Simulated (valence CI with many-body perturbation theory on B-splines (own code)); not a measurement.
The numbers below are computed, except where a source is named.
# Sc16+: configurations and terms from energies and g

Level of theory: configuration interaction combined with many-body perturbation theory (CI+MBPT): three valence electrons over a frozen Dirac-Fock core [He], radial functions for each j: 11 s, 11 p, 9 d, 7 f, 5 g, 2 h, 1 i, with the one-electron correlation potential Σ1 (screened to all orders), the two-electron term Σ2, the three-electron term Σ3, Breit, model QED; selected single and double excitations, second order for the rest (own B-spline code, finite nucleus).

No measured spectrum was set against this ion. As an estimate, levels of excited configurations hold to 0.05 to 0.15 % of their energy, terms of the ground configuration to about 0.5 %.

```tsv
No.	J	Parity	E (cm⁻¹)	g
1	1/2	odd	0	0.663
2	3/2	odd	45645	1.332
3	1/2	even	288170	2.659
4	3/2	even	306720	1.731
5	5/2	even	329270	1.593
6	3/2	even	516760	0.806
7	5/2	even	520730	1.203
10	3/2	even	695270	1.325
11	3/2	odd	897000	1.986
12	3/2	odd	1008200	0.837
13	5/2	odd	1015400	1.198
14	1/2	odd	1129400	0.663
15	3/2	odd	1142900	1.306
16	1/2	even	4941500	2.001
```

Energies count from the lowest level. Strongly mixed levels and levels close to another of their J and parity are left out, so the numbers can have gaps.

Give configuration and LS term of each level.

1: 2s2.2p 2P°; 2: 2s2.2p 2P°; 3: 2s.2p2 4P; 4: 2s.2p2 4P; 5: 2s.2p2 4P; 6: 2s.2p2 2D; 7: 2s.2p2 2D; 10: 2s.2p2 2P; 11: 2p3 4S°; 12: 2p3 2D°; 13: 2p3 2D°; 14: 2p3 2P°; 15: 2p3 2P°; 16: 2s2.3s 2S.
